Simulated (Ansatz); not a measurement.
Program: Ansatz. Geometries: PBE0-D4/def2-TZVP. ΔE: electronic, gas phase. CCSD(T)/CBS adds triple-zeta CCSD(T) − MP2 to the extrapolated MP2 energy (def2 sets, frozen cores). For Se outer-core shells are correlated without core-valence functions, which leaves a few kJ/mol of doubt a bond. Scalar relativity is left out up to krypton. One conformer a species, not always the lowest.

`N=C[SiH2][SeH]` + `OPO` → `OP(O)[SeH]` + `N=C[SiH3]`  (ligand exchange at the Se–Si bond)

| species | CCSD(T)/CBS(def2) energy (Eh) |
| --- | --- |
| `N=C[SiH2][SeH]` | -2785.53915 |
| `OPO` | -493.12147 |
| `OP(O)[SeH]` | -2893.84743 |
| `N=C[SiH3]` | -384.79808 |

Work out ΔE.

ΔE = (-2893.84743) + (-384.79808) − (-2785.53915) − (-493.12147) = 0.01511 Eh = +9.5 kcal/mol.

Largest T1 diagnostic among the species: 0.013.

In def2-TZVPP, CCSD(T) changes the Hartree–Fock value by −1.8 kcal/mol (the triples alone add −0.7 kcal/mol) and MP2 by −1.5 kcal/mol. From PBE to PBE0 (25 % exact exchange), in def2-TZVPP and without D4, ΔE moves by +1.9 kcal/mol.
